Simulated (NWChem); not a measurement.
Species: C$_{2}$H$_{8}$N cation; SMILES CC[NH3+]

Question: Give the equilibrium geometry at B3LYP/6-31G* (spherical d) (NWChem) as a list of bonds and angles, with the point group.

Answer: point group Cs; any orientation.
Bonded distances (Å): C1–C2 1.519, C1–H4 1.094, C1–H5 1.095, C1–H6 1.095, C2–N3 1.533, C2–H7 1.092, C2–H8 1.092, N3–H9 1.028, N3–H10 1.028, N3–H11 1.028. Angles (°): C2–C1–H4 108.4, C2–C1–H5 112.0, C2–C1–H6 112.0, H4–C1–H5 107.4, H4–C1–H6 107.4, H5–C1–H6 109.2, C1–C2–N3 110.6, C1–C2–H7 112.7, C1–C2–H8 112.7, N3–C2–H7 105.7, N3–C2–H8 105.7, H7–C2–H8 108.9, C2–N3–H9 112.0, C2–N3–H10 111.1, C2–N3–H11 111.1, H9–N3–H10 107.6, H9–N3–H11 107.6, H10–N3–H11 107.2.
